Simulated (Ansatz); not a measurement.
**Exact exchange and the vertical ionisation energy of CH5AlO2**

The species is CH5AlO2 (9 atoms), meant as a singlet with charge 0. As SMILES, `C[Al](O)O`. The coordinates come from a PBE0-D4/def2-TZVP relaxation. This is one conformer, not always the lowest.

The vertical ionisation energy (to the doublet cation) y, in eV, basis def2-SVP; a is the functional's share of exact exchange. Programs: Ansatz 0.2.0.

| functional | program | a | y (eV) |
| --- | --- | --- | --- |
| PBE | Ansatz | 0 | 10.17 |
| revPBE | Ansatz | 0 | 10.11 |
| B3LYP | Ansatz | 0.2 | 10.66 |
| r2SCAN0 | Ansatz | 0.25 | 10.89 |
| PBE0 | Ansatz | 0.25 | ? |
| BHLYP | Ansatz | 0.5 | 11.00 |

Question: Fit y = c + s·a to the known rows and predict PBE0.

Answer: 
1. Means of the 5 rows: a = 0.1900, y = 10.566.
2. Σ(Δa)² = 0.172, Σ(Δa·Δy) = 0.3168, so the slope is 0.3168/0.172 = 1.8419.
3. Intercept: 10.566 − (1.8419) × 0.1900 = 10.216. The largest residual of the fit is 0.21.
4. PBE0: 10.216 + (1.8419) × 0.25 = 10.68 eV.

The run gave 10.75 eV, so the prediction is off by -0.07 eV, within the scatter of the fit.
